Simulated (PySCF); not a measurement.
## Potential energy of KLi along the bond

Set-up: basis K 3-21G, Li 3-21G; no relativity; PySCF 2.14. Energies in eV from K + Li in their ground configurations at the same level. State: ¹Σ⁺ (singlet), closed shell.

All columns are PBE0. A positive dipole means K(−)Li(+).

```json
{"R (Å)": "2.935", "E (eV)": "-0.513", "μ (D)": "-2.86", "Mulliken charge on K (basis-dependent)": "0.39", "HOMO (eV)": "-3.39", "LUMO (eV)": "-1.22", "Mayer bond order": "0.86", "⟨S²⟩": "0.00"}
{"R (Å)": "3.072", "E (eV)": "-0.575", "μ (D)": "-2.95", "Mulliken charge on K (basis-dependent)": "0.36", "HOMO (eV)": "-3.35", "LUMO (eV)": "-1.25", "Mayer bond order": "0.88", "⟨S²⟩": "0.00"}
{"R (Å)": "3.208", "E (eV)": "-0.613", "μ (D)": "-3.05", "Mulliken charge on K (basis-dependent)": "0.33", "HOMO (eV)": "-3.32", "LUMO (eV)": "-1.28", "Mayer bond order": "0.89", "⟨S²⟩": "0.00"}
{"R (Å)": "3.311", "E (eV)": "-0.628", "μ (D)": "-3.13", "Mulliken charge on K (basis-dependent)": "0.32", "HOMO (eV)": "-3.29", "LUMO (eV)": "-1.30", "Mayer bond order": "0.90", "⟨S²⟩": "0.00"}
{"R (Å)": "3.413", "E (eV)": "-0.633", "μ (D)": "-3.21", "Mulliken charge on K (basis-dependent)": "0.30", "HOMO (eV)": "-3.27", "LUMO (eV)": "-1.33", "Mayer bond order": "0.91", "⟨S²⟩": "0.00"}
{"R (Å)": "3.515", "E (eV)": "-0.629", "μ (D)": "-3.29", "Mulliken charge on K (basis-dependent)": "0.29", "HOMO (eV)": "-3.24", "LUMO (eV)": "-1.36", "Mayer bond order": "0.91", "⟨S²⟩": "0.00"}
{"R (Å)": "3.652", "E (eV)": "-0.612", "μ (D)": "-3.40", "Mulliken charge on K (basis-dependent)": "0.28", "HOMO (eV)": "-3.22", "LUMO (eV)": "-1.40", "Mayer bond order": "0.92", "⟨S²⟩": "0.00"}
{"R (Å)": "3.823", "E (eV)": "-0.577", "μ (D)": "-3.53", "Mulliken charge on K (basis-dependent)": "0.27", "HOMO (eV)": "-3.18", "LUMO (eV)": "-1.45", "Mayer bond order": "0.93", "⟨S²⟩": "0.00"}
{"R (Å)": "4.027", "E (eV)": "-0.519", "μ (D)": "-3.69", "Mulliken charge on K (basis-dependent)": "0.26", "HOMO (eV)": "-3.15", "LUMO (eV)": "-1.51", "Mayer bond order": "0.93", "⟨S²⟩": "0.00"}
{"R (Å)": "4.300", "E (eV)": "-0.424", "μ (D)": "-3.88", "Mulliken charge on K (basis-dependent)": "0.24", "HOMO (eV)": "-3.10", "LUMO (eV)": "-1.59", "Mayer bond order": "0.94", "⟨S²⟩": "0.00"}
```

A fit through these points gives, at Re = 3.415 Å, μ = -3.21 D and dμ/dR = -0.795 D/Å; the reduced mass is 5.945 u.

Problem. How strong is the fundamental in the double-harmonic approximation, I = 42.26·(dμ/dR)²/μred km/mol?

Solution. I = 42.26·(-0.795)²/5.945 = 4.49 km/mol at PBE0.

Closed-shell solutions of metal pairs were not tested for spin polarisation, which can lower them a little. 3-21G is very small, so such numbers show the basis as much as the molecule.
